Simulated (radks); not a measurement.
All-electron calculation, scalar-relativistic Kohn-Sham, LDA (Slater exchange, Perdew-Wang correlation), spin-unpolarised, spherical densities, finite nucleus; Fermi nuclear charge, rms radius of each element as measured or else 0.836 A^(1/3) + 0.57 fm. Program: a radial shooting solver on a logarithmic mesh with Libxc functionals. Response by self-consistent Sternheimer equations with the Hartree and adiabatic LDA kernel, the relativistic mass of each level held fixed and spin-orbit coupling left out. Rank Mg+, S5+, Cl6+, Si3+, K8+, Al2+, P4+, Ar7+ (NIST ground configurations) by static dipole polarisability, largest first.

Answer. Mg+ 29.56, Al2+ 11.98, Si3+ 6.246, P4+ 3.726, S5+ 2.419, Cl6+ 1.666, Ar7+ 1.198, K8+ 0.8912 bohr^3.
